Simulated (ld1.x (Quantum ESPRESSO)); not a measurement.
fluorine PAW: all-electron and pseudo phase curves

```
Element                 : F (Z = 9)
Generator               : ld1.x (Quantum ESPRESSO) 7.5
Type                    : PAW
Functional              : BLYP
Relativity              : scalar-relativistic
Frozen core             : [He]
Valence charge          : 7
Reference configuration : 2s2 2p5
Partial waves           : 2s (bound): rcut 0.50, rcutus 0.60 bohr; 2s channel at -0.1 Ry: rcut 0.50, rcutus 0.60 bohr; 2p (bound): rcut 0.80, rcutus 0.95 bohr; 2p channel at 0.7 Ry: rcut 0.80, rcutus 0.95 bohr
Local potential         : all-electron potential smoothed inside 0.45 bohr (lloc = -1)
Core correction         : Bessel-smoothed model core, default radius (core density twice the valence density)
Augmentation charge     : PSQ, inside the norm-conserving radii
```

The phase is arctan(r·u′/u) with u = r·R(r), unwrapped; energies in Ry, scanned from -4 to 5 Ry. A pole is an energy at which the radial function vanishes at the test radius. The pseudo phase is shifted by a multiple of π to meet the all-electron one at the reference energy, and phase errors are pseudo minus all-electron; the curves can meet again beyond the range given. Levels narrower than the energy grid can be missing from the lists of poles.

| channel | radius (bohr) | reference energy (Ry) | poles, all-electron | poles, pseudo | unbroken range about the reference energy with phases within 0.05 rad | phase error 1 Ry above the reference energy (rad) |
| --- | --- | --- | --- | --- | --- | --- |
| s | 1.05 | -2.19 | 3.97 | 3.91 | the whole range | -0.000 |
| p | 1.05 | -0.82 | 3.70 | 3.70 | the whole range | +0.000 |

Phases in the s channel:

```
E (Ry)  all-electron  pseudo
 -4.00         0.341   0.341
 -3.52         0.100   0.100
 -3.04        -0.180  -0.180
 -2.56        -0.461  -0.461
 -2.08        -0.705  -0.705
 -1.60        -0.899  -0.899
 -1.12        -1.046  -1.046
 -0.64        -1.158  -1.158
 -0.16        -1.245  -1.245
  0.32        -1.313  -1.313
  0.80        -1.367  -1.368
  1.28        -1.413  -1.413
  1.76        -1.450  -1.451
  2.24        -1.483  -1.484
  2.72        -1.511  -1.512
  3.20        -1.536  -1.537
  3.68        -1.558  -1.560
  4.16        -1.579  -1.581
  4.64        -1.597  -1.602
```
